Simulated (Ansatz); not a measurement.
The first iterations of a band of AlFH5NO2 (10 atoms, charge 0, multiplicity 1).

Computed with RKS BLYP-D4/def2-SVP in Ansatz 0.2.0.

* movable images: 5
* climbing image: yes
* spring: 5.0 eV/Å²
* optimiser: quadratic models (default)
* start path: through a guess of the saddle point
* force threshold: 0.05 eV/Å
* iteration limit: 60
* end points: relaxed

Image 0:

```xyz
10
Properties=species:S:1:pos:R:3
Al -0.187 0.115 0.441
O -0.534 -0.417 2.062
H -0.230 -1.277 2.390
F 1.310 -0.375 -0.195
O -1.474 0.388 -0.698
H -1.922 -0.346 -1.145
N 0.082 2.086 0.831
H 1.017 2.442 0.586
H -0.622 2.622 0.302
H -0.070 2.241 1.839
```

Image 6:

```xyz
10
Properties=species:S:1:pos:R:3
Al -0.028 0.401 0.109
O -0.094 -0.059 2.046
H -0.986 -0.369 2.311
F 1.340 -0.340 -0.544
O -1.616 -0.052 -0.403
H -1.774 -0.643 -1.157
N 0.142 2.137 0.736
H 1.048 2.617 0.674
H -0.585 2.822 0.500
H -0.080 0.964 2.141
```

| iteration | highest image above the first end (eV) | largest band force component (eV/Å) |
| --- | --- | --- |
| 1 | 5.672 | 24.483 |
| 2 | 2.469 | 2.528 |
| 3 | 1.773 | 1.604 |
| 4 | 1.109 | 1.779 |
| 5 | 1.023 | 1.173 |
| 6 | 0.942 | 2.235 |

Problem. Does the band converge within its limit, and where does its top end?

Solution. The run converged. It ended after 19 iterations with the highest image 0.869 eV above the first end. A vibrational analysis at the climbing image gives one clearly imaginary mode, 570i cm⁻¹: a first-order saddle point. The orbitals stay closed-shell, which can raise the energy where a bond breaks towards radicals; this wasn't checked here.

Run time: 84 s on 2 threads of Intel(R) Xeon(R) 6975P-C (Granite Rapids), on a shared host, peak memory 0.16 GiB.
